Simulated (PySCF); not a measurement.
cyclobutane (C4H8), singlet, at a GFN2-xTB geometry. Base run: B3LYP/3-21G run with PySCF.

The PySCF input:
```python
from pyscf import gto, scf, dft

mol = gto.M(
    atom='''
C    -0.00613316    1.08295583    0.05853653
C     0.00685792   -1.08220991    0.07093756
C    -1.08294605   -0.00683358   -0.05863980
C     1.08222129    0.00608767   -0.07083428
H    -0.01505399    1.84231484   -0.72076860
H    -0.00362364    1.57729882    1.02791527
H     0.00710304   -1.85049784   -0.69961794
H     0.01523239   -1.56535126    1.04591487
H    -1.84243222   -0.00692746    0.72059245
H    -1.57713057   -0.01535111   -1.02806518
H     1.85038317    0.01511046    0.69979409
H     1.56552182    0.00340356   -1.04576496
''',
    basis='3-21g',
    verbose=4,
)

mf = dft.RKS(mol)
mf.xc = 'b3lyp'
mf.kernel()
```

Each row names what was changed in the base input (with any setting that the change needs).

| change | E (Eh) | HOMO (eV) | HOMO-LUMO gap (eV) | core-seconds (rough) | outcome |
|---|---|---|---|---|---|
| base | -156.35650 | -8.19 | 11.20 | 2 | converged |
| functional = tpss | -156.38288 | -7.16 | 9.65 | 5 | converged |
| functional = o3lyp | … | … | … | 3 | converged |
| functional = lc_wpbe | -156.25749 | -11.29 | 17.03 | 4 | converged |
| functional = wb97x_v | - | - | - | - | cut at the time limit |
| functional = scan | … | … | … | 4 | converged |
| functional = pbe | … | … | … | 3 | converged |
| functional = m06l | -156.34354 | -7.35 | 10.01 | 3 | converged |
| functional = wb97x | -156.31440 | -10.92 | 16.57 | 3 | converged |
| functional = m062x | -156.26770 | -9.70 | 13.96 | 4 | converged |
| functional = b97m_v | - | - | - | - | cut at the time limit |
| functional = blyp | -156.24533 | -6.87 | 9.23 | 3 | converged |
| functional = mn12l | -156.03012 | -7.44 | 10.09 | 4 | converged |

Task: Fill in the missing entries.

Result: 
- functional = o3lyp, E (Eh): -156.29687
- functional = o3lyp, HOMO (eV): -7.69
- functional = o3lyp, HOMO-LUMO gap (eV): 10.43
- functional = scan, E (Eh): -156.26863
- functional = scan, HOMO (eV): -7.36
- functional = scan, HOMO-LUMO gap (eV): 10.06
- functional = pbe, E (Eh): -156.12753
- functional = pbe, HOMO (eV): -7.01
- functional = pbe, HOMO-LUMO gap (eV): 9.29

Absolute energies of different levels of theory aren't comparable as measures of quality.
